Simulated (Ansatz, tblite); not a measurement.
Cost and result up the ladder for AsMe2H (C₂H₇As) (10 atoms). Charge 0, multiplicity 1. Geometry: PBE-D4/def2-SVP.

Cartesian coordinates in Å:
```
As 1.1413 0.3050 0.1285
C 0.2370 -1.4633 0.2658
H 0.1344 -1.8879 -0.7526
H -0.7649 -1.3881 0.7311
H 0.8687 -2.1489 0.8639
C -0.4106 1.3213 -0.5944
H -0.1907 2.4057 -0.5423
H -1.3459 1.1101 -0.0407
H -0.5480 1.0473 -1.6593
H 0.8788 0.6989 1.6000
```

Ansatz on 2 threads of AMD EPYC 7R13 on a shared host; xTB runs through tblite on one thread. Times are rough, summed over both states, and most runs start from the orbitals of an earlier one. PBE0-D4/def2-TZVP serves as the yardstick here, not as an exact answer. The other state is a triplet.

The xTB rows come from tblite.

xTB has no spin-polarisation term.

```csv
level,functions,wall time,vertical triplet (eV),difference from PBE0-D4/def2-TZVP (eV)
GFN2-xTB,24,0.006 s,6.42,1.14
GFN1-xTB,31,0.011 s,5.86,0.58
PBE-D4/def2-TZVP,152,6.9 s,5.20,-0.09
PBE0-D4/def2-TZVP (with forces),152,13 s,5.28,0.00
r2SCAN-D4/def2-TZVP,152,14 s,5.24,-0.04
```
